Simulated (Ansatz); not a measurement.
HgCl2, relaxed as a singlet with RKS B3LYP-D4/def2-TZVP in Ansatz, starting from the GFN2-xTB geometry. Force threshold 0.02 eV/Å.

In the def2 sets Hg takes a core potential; there is no spin–orbit coupling.

Start:

```xyz
3

Hg    0.005   -0.004   -0.003
Cl   -0.226   -1.823    1.386
Cl    0.220    1.827   -1.384
```

```json
{"step": "1", "energy (eV)": "-29227.0123", "largest force component (eV/Å)": "0.257", "SCF passes": "15"}
{"step": "2", "energy (eV)": "-29227.0165", "largest force component (eV/Å)": "0.020", "SCF passes": "20"}
```

Force components are those of the run's own axes.

End:

```
atom   x (Å)   y (Å)   z (Å)
 Hg1   0.002  -0.001  -0.001
 Cl2  -0.222  -1.810   1.374
 Cl3   0.220   1.811  -1.374
```

By distances, no bond broke or formed. The bond that changes most is Hg1–Cl3, from 2.30 to 2.28 Å (atoms count from 1).

No frequencies were taken in this run, so the end may be a saddle point.

Run time 4.6 s (2 threads of Intel Xeon Platinum 8488C on a shared host).
